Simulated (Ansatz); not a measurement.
Born–Oppenheimer molecular dynamics of GaH6NO (9 atoms, charge 0, multiplicity 1). It starts at the highest image of a converged band, a first-order saddle point between two minima.

These are results of Ansatz, UKS PBE-D4/def2-SVP, not measurements.

* ensemble: NVE (velocity Verlet)
* time step: 0.5 fs
* steps asked: 200
* starting velocities drawn for: 100 K
* seed: 6917

First frame:

```xyz
9
Properties=species:S:1:pos:R:3
Ga -0.640 -0.793 0.275
O -0.908 1.222 -0.078
H -1.104 -1.576 -1.015
H -1.023 -1.055 1.775
H 0.237 1.028 -0.152
N 1.174 -0.004 0.044
H -1.269 1.440 -0.958
H 1.791 0.056 0.863
H 1.740 -0.318 -0.754
```

**Question.** How far do the bonds stretch over the last three quarters of this one trajectory? (Pairs bonded in most of those frames.)

**Answer.** 
```json
{"bond": "Ga1–O2", "mean (Å)": "2.226", "spread (Å)": "0.033", "shortest": "2.16", "longest": "2.27"}
{"bond": "Ga1–H3", "mean (Å)": "1.582", "spread (Å)": "0.005", "shortest": "1.57", "longest": "1.59"}
{"bond": "Ga1–H4", "mean (Å)": "1.573", "spread (Å)": "0.037", "shortest": "1.52", "longest": "1.63"}
{"bond": "Ga1–N6", "mean (Å)": "1.910", "spread (Å)": "0.023", "shortest": "1.88", "longest": "1.98"}
{"bond": "O2–H5", "mean (Å)": "1.018", "spread (Å)": "0.013", "shortest": "1.00", "longest": "1.05"}
{"bond": "O2–H7", "mean (Å)": "0.978", "spread (Å)": "0.015", "shortest": "0.96", "longest": "1.00"}
{"bond": "N6–H8", "mean (Å)": "1.027", "spread (Å)": "0.011", "shortest": "1.01", "longest": "1.04"}
{"bond": "N6–H9", "mean (Å)": "1.026", "spread (Å)": "0.008", "shortest": "1.01", "longest": "1.04"}
```

Mean temperature of the second half: 57 K. The conserved energy stayed within 0.077 meV per atom of its start (net change 0.063 meV per atom), so the integration is sound. The temperature averaged 0.57 of the 100 K drawn at the start: a run that starts near a minimum puts about half its kinetic energy into the potential. A run of 0.1 ps of so small a system gives no equilibrium averages. The orbitals stay closed-shell, which can raise the energy where a bond breaks towards radicals; this wasn't checked here.

The run took 5.3 min on 2 threads of Intel(R) Xeon(R) Platinum 8488C (Sapphire Rapids), on a shared host, peak memory 0.17 GiB.
